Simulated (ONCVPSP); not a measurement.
## Ti (Z = 22), ONCV: configuration errors across variants

- Element: titanium
- Generator: ONCVPSP 4.0.1
- Type: optimised norm-conserving Vanderbilt (ONCV)
- Functional: PW91
- Relativity: scalar-relativistic
- Frozen core: [Ne]
- Valence charge: 12
- Reference configuration: 3s2 3p6 3d2 4s1 4p1
- Partial waves: 3s+4s: rc 2.00 bohr, ncon 4, nbas 8, qcut 7.7 1/bohr, 2 projectors; 3p+4p: rc 1.80 bohr, ncon 4, nbas 7, qcut 6.6 1/bohr, 3 projectors, debl 2 Ha; 3d: rc 2.60 bohr, ncon 4, nbas 9, qcut 6.9 1/bohr, 2 projectors, debl 3.4 Ha
- Local potential: polynomial inside 1.35 bohr (lpopt 5, dvloc0 3 Ha)
- Core correction: polynomial model core, fcfact 0.2

All-electron excitation energies from the reference (eV): (1) 3s2 3p6 3d2 4s2 4p0 -3.090; (2) 3s2 3p6 3d2 4s1 4p0 4.303; (3) 3s2 3p6 3d2 4s0 4p0 17.895; (4) 3s2 3p6 3d1 4s2 4p0 6.731.

Errors AE − PS in meV (a dash: test not solved or not reliable):

```json
{"change": "base", "(1)": "-0.2", "(2)": "0.0", "(3)": "-7.5", "(4)": "+249", "bound ghosts": "none", "GHOST(+) flags above zero": "none"}
{"change": "p: qcut 4.3", "(1)": "-0.4", "(2)": "0.0", "(3)": "-7.9", "(4)": "+239", "bound ghosts": "none", "GHOST(+) flags above zero": "p"}
{"change": "p: qcut 5.5", "(1)": "-0.3", "(2)": "-0.1", "(3)": "-7.8", "(4)": "+247", "bound ghosts": "none", "GHOST(+) flags above zero": "none"}
{"change": "p: qcut 7.2", "(1)": "-0.2", "(2)": "0.0", "(3)": "-7.6", "(4)": "+250", "bound ghosts": "none", "GHOST(+) flags above zero": "none"}
{"change": "p: qcut 9.8", "(1)": "-0.2", "(2)": "-0.1", "(3)": "-7.6", "(4)": "+251", "bound ghosts": "none", "GHOST(+) flags above zero": "none"}
```

Task: Give the same row for: p: qcut 8.4.

Result: -0.2, -0.1, -7.6, +251; bound ghosts: none; GHOST(+) flags above zero: none.
